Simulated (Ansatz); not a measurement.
Molecule: GaF3, net charge -1, doublet state. 
Geometry from a B3LYP-D3(BJ)/def2-TZVP (Ansatz, an electronic-structure program) optimisation:
```xyz
4

Ga    -0.0729     0.1234     0.2887
F     -1.3758    -1.0163    -0.3262
F      0.1334     1.4266    -0.9895
F      1.4936    -0.8355     0.3213
```
Charge -1, spin multiplicity 2.

Basis-set convergence of Hartree-Fock and CCSD(T) correlation energies (hartree) with Ansatz. Correlated levels leave the core frozen unless marked. Open shells are spin-unrestricted. Spin-orbit coupling is left out. The frozen core is the preceding noble-gas configuration, with the filled d and f shells of earlier blocks. No relativistic terms. This anion needs diffuse functions, which these sets lack.

```tsv
basis	functions	E(HF)	E(corr, CCSD(T))
cc-pVDZ	69	-2221.70784	-0.63838
cc-pVTZ	133	?	?
```

### Question
Fill in the missing entries.

### Answer

- cc-pVTZ, E(HF): -2221.88957
- cc-pVTZ, E(corr, CCSD(T)): -0.86357
